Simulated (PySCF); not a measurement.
An unknown shows these calculated signals:

¹H NMR (600 MHz, computed): δ 8.66 (m, 1H), 8.63 (m, 1H), 5.15 (s, 2H), 3.07 (s, 3H), 2.05 (s, 3H).

¹³C{¹H} NMR (computed): δ 181.7 (C), 174.2 (CH2), 33.4 (CH3), 21.4 (CH3).

No solvent model, equivalent nuclei averaged, non-relativistic, one conformer. Geometry from GFN2-xTB; shielding tensors at PBE0/pcSseg-1 (GIAO); PySCF 2.14.

δ = σ(ref) − σ, references computed at the same level: ¹H (σref 31.72), ¹³C (σref 186.93) against TMS.

**Question.** Which of these does the molecule contain: an OH group, an N-methyl group, a C≡C triple bond, a nitrile, an amide, a Si–H bond?

**Answer.** 
- An OH group: no.
- An N-methyl group: yes (δC 33.4; δH 3.07 (s)).
- A C≡C triple bond: no.
- A nitrile: no.
- An amide: yes (δC 181.7).
- A Si–H bond: yes (δH 5.15 (s)).

The data belong to `O=C(N([SiH2]N=C)C)C`, C4H10N2OSi; they needn't prove each group on their own.

Carbon signals by region: 2 in the far downfield region (above 160 ppm), 2 below 50 ppm. Above 160 ppm: 181.7, amide carbonyl carbon, 174.2, C=N carbon.

Shifts are as computed. Against solution values, carbons near 30 ppm lie about +3 ppm off and those near 130 ppm about +5 ppm. Of 1211 compounds with measured shifts, 218 miss one by over three times the rms of a fit or turn the order of signals round; such compounds aren't used in these exercises. No couplings were computed; multiplicities are counted from neighbouring protons, with m where these are inequivalent, close in shift, in a saturated or five-membered ring or joined by F or P, and br s for small geminal =CH2 splittings.
